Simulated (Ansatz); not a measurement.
The cluster Cu₂Au. Total charge 0; doublet. Geometry PBE0-D4/def2-TZVP; atoms count from 1.

Cartesian coordinates in Å:
```
Au 0.041 1.466 -0.322
Cu 1.034 -0.868 -0.318
Cu -1.076 -0.598 0.640
```

In the def2 sets Au takes a core potential; there is no spin–orbit coupling. The structure comes from a short search, and lower isomers may exist.

(1) Estimate the Mulliken populations from the PBE0/def2-TZVP orbitals of Ansatz.

(2) Where does the spin sit?

(3) And the Mayer bond orders between bonded heavy atoms (over 0.3)?

Results:

(1) 
| atom | charge (e) | spin (α − β) | d electrons |
| --- | --- | --- | --- |
| Au1 | -0.16 | 0.46 | 9.79 |
| Cu2 | 0.08 | 0.27 | 9.94 |
| Cu3 | 0.08 | 0.27 | 9.94 |
Mulliken values and Mayer orders depend strongly on the basis.

(2) Summed by element: Au 0.46, Cu 0.54, of 1 unpaired in all. Largest on single atoms: Au1 0.46, Cu2 0.27, Cu3 0.27.

(3) Au1–Cu2 0.41 (2.54 Å); Au1–Cu3 0.41 (2.54 Å); Cu2–Cu3 0.80 (2.33 Å).
